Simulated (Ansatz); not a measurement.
Stepwise reaction of `CCO[Si](C)(F)F` with hydrogen, as a gas-phase model of exchange steps in deposition or etching. ΔE in kJ/mol.

Computed with Ansatz on PBE0-D4/def2-TZVP structures; ΔE is electronic, products minus reactants. CCSD(T)/CBS adds triple-zeta CCSD(T) − MP2 to the extrapolated MP2 energy (def2 sets, frozen cores). This one scheme is used for every species. Functionals use def2-TZVPP. B3LYP here is the variant with VWN-RPA as its local correlation; programs differ in this. Each species was taken in one conformer, which may not be the lowest.

```
step                                      reaction  PBE-D4  B3LYP-D4  ωB97M-V  CCSD(T)/CBS
   1  `CCO[Si](C)(F)F` + H₂ → `CCO[SiH](C)F` + H–F   140.9     150.3    150.6        146.0
   2      `CCO[SiH](C)F` + H₂ → `CCO[SiH2]C` + H–F   134.2     143.3    144.0        140.0
```

Task: By hand: ΔE of the 2 steps together at CCSD(T)/CBS.

Result: (146.0) + (140.0) = 286.0 kJ/mol, or 143.0 kJ/mol a step.

In ΔE each step is lower than the one before. All are uphill at CCSD(T)/CBS. PBE-D4 differs from CCSD(T)/CBS by -5.8 to -5.1 kJ/mol a step. Isolated molecules leave out the surface, adducts and barriers. Largest T1 diagnostic: 0.011.
